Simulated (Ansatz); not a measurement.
MoNO3H3⁻, that is MoN(OH)3 with one electron more. Charge -1, multiplicity 2. Geometry B3LYP-D4/def2-SVP, that of the neutral singlet.

```xyz
8

Mo   -0.037   -0.014    0.001
N     1.495    0.561   -0.049
O    -0.440   -0.620   -1.740
H     0.192   -0.567   -2.470
O    -1.134    1.429    0.528
H    -0.783    2.310    0.715
O    -0.043   -1.415    1.265
H     0.749   -1.683    1.750
```

In the def2 sets Mo takes a core potential; there is no spin–orbit coupling. At PBE-D4/def2-TZVPD, r2SCAN-D4/def2-TZVPD, PBE0-D4/def2-TZVPD the highest occupied level of the charge -1 doublet lies above zero (up to 2.50 eV). By energy differences it is unbound by 0.44 eV (vertical, against the charge 0 singlet, at r2SCAN-D4/def2-TZVPD) and held by the finite basis. At PBE-D4/def2-TZVPD the gap within one spin of the charge -1 doublet nearly closes, so an electron or hole may be smeared out by delocalisation error.

Q: Estimate the α-spin orbital energies around the gap (eV) in Ansatz with PBE-D4/def2-TZVPD, r2SCAN-D4/def2-TZVPD, PBE0-D4/def2-TZVPD.

A: 
| orbital | PBE-D4/def2-TZVPD | r2SCAN-D4/def2-TZVPD | PBE0-D4/def2-TZVPD |
| --- | --- | --- | --- |
| HOMO−5 | -3.64 | -3.60 | -4.16 |
| HOMO−4 | -3.30 | -3.25 | -3.87 |
| HOMO−3 | -2.88 | -2.60 | -2.82 |
| HOMO−2 | -2.88 | -2.59 | -2.66 |
| HOMO−1 | -2.38 | -2.13 | -2.34 |
| HOMO | 2.16 | 2.50 | 2.18 |
| LUMO | 2.20 | 2.66 | 3.41 |
| LUMO+1 | 2.24 | 2.83 | 3.80 |
| LUMO+2 | 2.54 | 3.09 | 3.86 |
| LUMO+3 | 2.54 | 3.26 | 4.43 |
| LUMO+4 | 3.47 | 3.95 | 4.64 |
| LUMO+5 | 3.94 | 4.55 | 5.52 |
| β HOMO | -2.34 | -2.07 | -2.27 |
| β LUMO | 2.39 | 3.07 | 3.50 |
